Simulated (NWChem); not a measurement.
Species: CH2BNO; SMILES BN=C=O

```xyz
6

B      0.0000     0.0000    -1.9437
H      0.0000     1.0549    -2.5322
H      0.0000    -1.0549    -2.5322
N      0.0000     0.0000    -0.5388
C      0.0000     0.0000     0.6590
O      0.0000     0.0000     1.8250
```
Atoms are numbered in this order, from 1.

Program: NWChem. Pople sets run with spherical d functions. Coordinates come from a PBE0/def2-SVP optimisation. Ions are spin-unrestricted doublets at the neutral geometry; other ion states weren't tried. Functional: LC-ωPBE (HJS hole) with 6-31G*; rows give the range parameter ω in 1/bohr.

```json
[
 {"range parameter (1/bohr)": "0.15", "vertical ionisation energy, ΔSCF (eV)": "___", "−ε(HOMO) (eV)": "___", "ΔSCF minus −ε(HOMO) (eV)": "___"},
 {"range parameter (1/bohr)": "0.20", "vertical ionisation energy, ΔSCF (eV)": "10.47", "−ε(HOMO) (eV)": "9.32", "ΔSCF minus −ε(HOMO) (eV)": "1.15"},
 {"range parameter (1/bohr)": "0.30", "vertical ionisation energy, ΔSCF (eV)": "10.68", "−ε(HOMO) (eV)": "10.15", "ΔSCF minus −ε(HOMO) (eV)": "0.53"},
 {"range parameter (1/bohr)": "0.35", "vertical ionisation energy, ΔSCF (eV)": "10.78", "−ε(HOMO) (eV)": "10.49", "ΔSCF minus −ε(HOMO) (eV)": "0.29"},
 {"range parameter (1/bohr)": "0.40", "vertical ionisation energy, ΔSCF (eV)": "10.88", "−ε(HOMO) (eV)": "10.78", "ΔSCF minus −ε(HOMO) (eV)": "0.10"}
]
```

Fill in the missing entries.


- 0.15, vertical ionisation energy, ΔSCF (eV): 10.37
- 0.15, −ε(HOMO) (eV): 8.79
- 0.15, ΔSCF minus −ε(HOMO) (eV): 1.58
